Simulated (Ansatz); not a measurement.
C3H6BF can be A, `FB1CCC1`, or B, `B/C(C)=C/F`.

Gas-phase electronic energies from Ansatz, PBE0-D4/def2-TZVP geometries. CCSD(T)/CBS is the MP2 limit (def2-TZVPP, def2-QZVPP) plus CCSD(T) − MP2 in def2-TZVPP, frozen cores. DFT in def2-TZVPP. B3LYP here is the variant with VWN-RPA as its local correlation; programs differ in this.

A:

Z-matrix (Å, degrees):
```
C
B 1 1.571
C 1 1.558 2 84.4
H 1 1.091 2 120.8 3 -119.3
H 1 1.095 2 112.6 3 111.2
F 2 1.319 1 132.9 3 160.2
C 2 1.570 1 93.7 3 -12.8
H 3 1.091 1 115.5 2 134.0
H 3 1.091 1 111.3 2 -102.1
H 7 1.095 2 112.7 1 -98.5
H 7 1.091 2 120.8 1 132.0
```

B:

Z-matrix (Å, degrees):
```
C
C 1 1.500
H 1 1.090 2 112.6
H 1 1.093 2 110.4 3 121.2
H 1 1.093 2 110.3 3 -121.2
C 2 1.338 1 122.1 3 0.8
B 2 1.526 1 124.1 3 -179.2
F 6 1.329 2 123.4 1 -0.0
H 6 1.084 2 124.7 1 180.0
H 7 1.198 2 119.6 1 -180.0
H 7 1.197 2 121.1 1 0.1
```

Q: Which is lower in electronic energy at CCSD(T)/CBS, and by how much? (Best estimate.)

A: The calculation gave: A, by 204.6 kJ/mol.

Q: Give E(B) − E(A) in kJ/mol with PBE0-D4, CCSD(T)/def2-TZVPP, CCSD/def2-TZVPP, B3LYP-D4, B2PLYP, PBE-D4, ωB97M-V. (Best estimate.)

A: Computed: PBE0-D4 211.0, CCSD(T)/def2-TZVPP 202.8, CCSD/def2-TZVPP 205.9, B3LYP-D4 186.4, B2PLYP 194.9, PBE-D4 198.1, ωB97M-V 207.3. None reverses the order clearly.

Largest T1 diagnostic: 0.012.

In def2-TZVPP, CCSD(T) changes the Hartree–Fock value by +17.4 kJ/mol (the triples alone add −3.0 kJ/mol) and MP2 by +28.4 kJ/mol. From PBE to PBE0 (25 % exact exchange), in def2-TZVPP and without D4, E(B) − E(A) moves by +13.0 kJ/mol.
